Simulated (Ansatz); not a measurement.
`C[CH]([GeH3])C#N` + `C[SiH2]N` → `C[SiH2][NH][GeH3]` + `CCC#N`  (ligand exchange at a Ge–C bond)

Computed with Ansatz on PBE0-D4/def2-TZVP structures; ΔE is electronic, products minus reactants. CCSD(T)/CBS is the MP2 limit (def2-TZVPP, def2-QZVPP) plus CCSD(T) − MP2 in def2-TZVPP, frozen cores. Functionals use def2-TZVPP. B3LYP here is the variant with VWN-RPA as its local correlation; programs differ in this. For Ge outer-core shells are correlated without core-valence functions, which leaves a few kJ/mol of doubt a bond. Scalar relativity is left out up to krypton. Each species was taken in one conformer, which may not be the lowest.

`C[CH]([GeH3])C#N`:

Cartesian coordinates in Å:
```
C -0.382 1.348 0.466
C 0.133 -0.089 0.560
Ge 0.712 -0.778 -1.215
C -0.858 -0.989 1.105
N -1.661 -1.710 1.508
H -0.672 1.725 1.448
H 0.394 2.002 0.063
H -1.254 1.410 -0.188
H 1.015 -0.133 1.206
H 1.249 -2.206 -1.064
H 1.816 0.162 -1.726
H -0.494 -0.743 -2.162
```

`C[SiH2]N`:

Cartesian coordinates in Å:
```
C 1.170 0.174 0.747
Si -0.632 0.148 0.241
N -0.971 -0.417 -1.348
H 1.276 0.548 1.770
H 1.755 0.823 0.090
H 1.605 -0.828 0.708
H -1.164 1.535 0.331
H -1.370 -0.738 1.183
H -0.763 0.152 -2.152
H -0.906 -1.397 -1.570
```

`C[SiH2][NH][GeH3]`:

Z-matrix (Å, degrees):
```
C
Si 1 1.866
H 1 1.093 2 110.6
H 1 1.092 2 111.0 3 120.5
H 1 1.094 2 110.9 3 -119.3
N 2 1.722 1 111.7 3 180.0
H 2 1.495 1 107.8 3 55.6
H 2 1.489 1 111.1 3 -62.1
Ge 6 1.837 2 127.3 1 139.4
H 6 1.010 2 117.1 1 -56.5
H 9 1.539 6 108.1 2 -151.8
H 9 1.543 6 112.0 2 88.4
H 9 1.534 6 107.1 2 -31.9
```

`CCC#N`:

Cartesian coordinates in Å:
```
C -0.860 0.507 0.216
C 0.198 -0.586 0.096
C 1.404 -0.120 -0.572
N 2.348 0.266 -1.102
H -1.159 0.870 -0.767
H -1.742 0.113 0.722
H -0.482 1.353 0.790
H -0.190 -1.441 -0.466
H 0.483 -0.961 1.083
```

| level | ΔE (kJ/mol) |
| --- | --- |
| PBE0-D4 | -24.7 |
| B3LYP-D4 | -28.0 |
| ωB97M-V | -27.0 |
| B2PLYP | -29.6 |
| r2SCAN | -25.5 |
| HF/def2-TZVPP | -43.6 |
| CCSD/def2-TZVPP | -30.4 |
| MP2/CBS(def2) | -22.9 |

Question: What does CCSD(T)/CBS give? (Estimate.)

Answer: Ansatz gave: -25.7 kJ/mol. The listed levels differ from it by 1.0, -2.3, -1.3, -3.9, 0.2, -17.9, -4.7, 2.8 kJ/mol.

Largest T1 diagnostic among the species: 0.012.

From PBE to PBE0 (25 % exact exchange), in def2-TZVPP and without D4, ΔE moves by −3.2 kJ/mol. In def2-TZVPP, CCSD(T) changes the Hartree–Fock value by +15.1 kJ/mol (the triples alone add +1.9 kJ/mol) and MP2 by +17.9 kJ/mol.
